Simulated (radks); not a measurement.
Effect of the nuclear size on the germanium ion Ge3+, [Ar] 3d10 4s1. All-electron calculation, Dirac Kohn-Sham, LDA (Slater exchange, Perdew-Wang correlation), spin-unpolarised, spherical densities, finite nucleus; Fermi nuclear charge, rms radius 4.0742 fm. Program: a radial shooting solver on a logarithmic mesh with Libxc functionals. The rms radius is varied about that value; shifts are against it.

rms radius (fm) = 3.6423: total energy shift (eV) -0.0678; density at nucleus (e/bohr^3) 3.178e+04; 1s1/2 shift (meV) -28.9; 2s1/2 shift (meV) -2.81; 3s1/2 shift (meV) -0.425; 3p1/2 shift (meV) 0.036; 4s1/2 shift (meV) -0.045
rms radius (fm) = 3.9235: total energy shift (eV) -0.0245; density at nucleus (e/bohr^3) 3.163e+04; 1s1/2 shift (meV) -10.4; 2s1/2 shift (meV) -1.02; 3s1/2 shift (meV) -0.153; 3p1/2 shift (meV) 0.013; 4s1/2 shift (meV) -0.016
rms radius (fm) = 4.0742: total energy shift (eV) 0; density at nucleus (e/bohr^3) 3.155e+04; 1s1/2 shift (meV) 0.000; 2s1/2 shift (meV) 0.000; 3s1/2 shift (meV) 0.000; 3p1/2 shift (meV) 0.000; 4s1/2 shift (meV) 0.000
rms radius (fm) = 4.3309: total energy shift (eV) 0.0437; density at nucleus (e/bohr^3) 3.143e+04; 1s1/2 shift (meV) 18.6; 2s1/2 shift (meV) 1.81; 3s1/2 shift (meV) 0.274; 3p1/2 shift (meV) -0.023; 4s1/2 shift (meV) 0.029
rms radius (fm) = 4.9013: total energy shift (eV) 0.150; density at nucleus (e/bohr^3) 3.118e+04; 1s1/2 shift (meV) 63.7; 2s1/2 shift (meV) 6.21; 3s1/2 shift (meV) 0.938; 3p1/2 shift (meV) -0.080; 4s1/2 shift (meV) 0.099

Slopes of the eigenvalues against <r^2> in GHz/fm^2, as finite differences over the two radii next to the reference (eigenvalue slopes, not the field-shift constants of lines): 1s1/2 2080, 2s1/2 203, 3s1/2 30.7, 3p1/2 -2.62, 4s1/2 3.23.
